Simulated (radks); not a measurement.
Results of a calculation; reference values are marked as such.
Ionisation of Fe2+, [Ar] 3d6, to Fe3+, [Ar] 3d5, under several functionals. Non-relativistic Kohn-Sham, spin-polarised, spherical densities, point nucleus; open shells are filled with parallel spins first; a radial shooting solver on a logarithmic mesh with Libxc functionals.

| functional | E(Fe2+) (hartree) | Exc (hartree) | IE (eV) | -e(HOMO) (eV) | <r> HOMO (bohr) | IE error (eV) |
|---|---|---|---|---|---|---|
| LDA (Slater exchange, VWN5 correlation) | -1260.30785 | -52.62474 | 31.852 | 23.843 | 1.108 | +1.201 |
| PBEsol | -1261.37370 | -53.71584 | 31.347 | 23.361 | 1.106 | +0.696 |
| XLYP | -1263.07490 | -55.43993 | 31.589 | 23.569 | 1.123 | +0.938 |
| SCAN | -1262.88240 | -55.28999 | 30.140 | 22.429 | 1.118 | -0.511 |
| B86b exchange with PBE correlation | -1262.82853 | -55.19909 | 31.429 | 23.437 | 1.109 | +0.778 |
| HCTH/407 | -1263.33080 | -55.80286 | 31.671 | 23.585 | 1.136 | +1.020 |
| PBE | -1262.53658 | -54.90065 | 31.394 | 23.406 | 1.110 | +0.743 |
| AM05 | -1260.47780 | -52.80529 | 31.368 | 23.375 | 1.107 | +0.717 |

NIST Atomic Spectra Database: 30.65 eV (measured). Closest: SCAN. The Delta-SCF values span 1.71 eV, the total energies 3.02 hartree. The highest occupied level is 3d. Open shells are spherical and high-spin; term and fine-structure splittings are not resolved.
